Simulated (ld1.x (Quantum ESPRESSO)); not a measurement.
Configuration tests for Mn (Z = 25) (TM)

```json
{
  "Element": "manganese (Mn)",
  "Generator": "ld1.x (Quantum ESPRESSO) 7.5",
  "Type": "norm-conserving Troullier–Martins (Kleinman–Bylander form)",
  "Functional": "PBE",
  "Relativity": "scalar-relativistic",
  "Frozen core": "[Ar]",
  "Valence charge": "7",
  "Reference configuration": "3d5 4s2 4p0",
  "Partial waves": "4s (bound): rc 2.75 bohr; 4p (bound, empty): rc 3.80 bohr; 3d (bound): rc 0.95 bohr",
  "Local potential": "all-electron potential smoothed inside 1.35 bohr (lloc = -1)",
  "Core correction": "none"
}
```

Energies are relative to the spin-unpolarised reference configuration 3d5 4s2 4p0; without spin polarisation the order of configurations can differ from experiment.

```tsv
valence configuration	charge	ΔE all-electron (eV)	error AE − PS (meV)
3d5 4s1 4p0	+1	8.416	+5.4
3d5 4s0 4p0	+2	24.015	+91
3d4 4s0 4p0	+3	56.534	+161
3d6 4s0 4p0	+1	6.813	-135
3d5.5 4s1.5 4p0	0	-0.482	-28
3d3 4s0 4p0	+4	107.296	-396
```

Problem. What are ΔE and the potential's error for 3d4 4s2 4p1?

Solution. ΔE = 7.801 eV all-electron; the error (AE − PS) is -150 meV.

Levels in the configuration 3d4 4s2 4p1:

```tsv
level	all-electron (eV)	pseudo (eV)
3d	-12.995	-13.229
4s	-7.187	-7.075
4p	-2.623	-2.598
```

These tests converged, but a pseudo level misses the all-electron one widely, so the file describes the atom poorly there or has found another state: 3d3 4s0 4p0: empty 4s by 9.8 eV.

Note: ghost state, extra bound levels that the all-electron valence spectrum of the same l lacks: s at -52.2 eV. A true bound ghost makes a file unfit for plane-wave use.
